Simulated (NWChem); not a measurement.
System: PbS, singlet; SMILES [Pb]=[S]

Input file for NWChem:

```
start job
memory heap 200 mb stack 900 mb global 1100 mb
geometry units angstroms noautoz
  Pb     0.000000     0.000000    -0.364301
  S      0.000000     0.000000     1.917423
end
basis spherical
  * library def2-svp
end
ecp
  Pb library def2-ecp
end
dft
  xc becke88 lyp
  iterations 150
  mulliken
end
task dft energy
```

Low-valent species are run as closed-shell singlets; no triplet was tried in these runs. All runs use the structure optimised with PBE0-D3(BJ)/def2-TZVP. def2 effective core potentials on Pb; no spin-orbit coupling.

Q: Predict the main results of this run. (BLYP/def2-SVP with def2 effective core potentials on Pb.) Quantities: energy (Ha); highest occupied level (eV); orbital gap (eV); dipole (D).

A: 
```
Property                       Value
---------------------------  -------
energy (Ha)                  -590.96
highest occupied level (eV)    -5.79
orbital gap (eV)                2.98
dipole (D)                      3.09
```
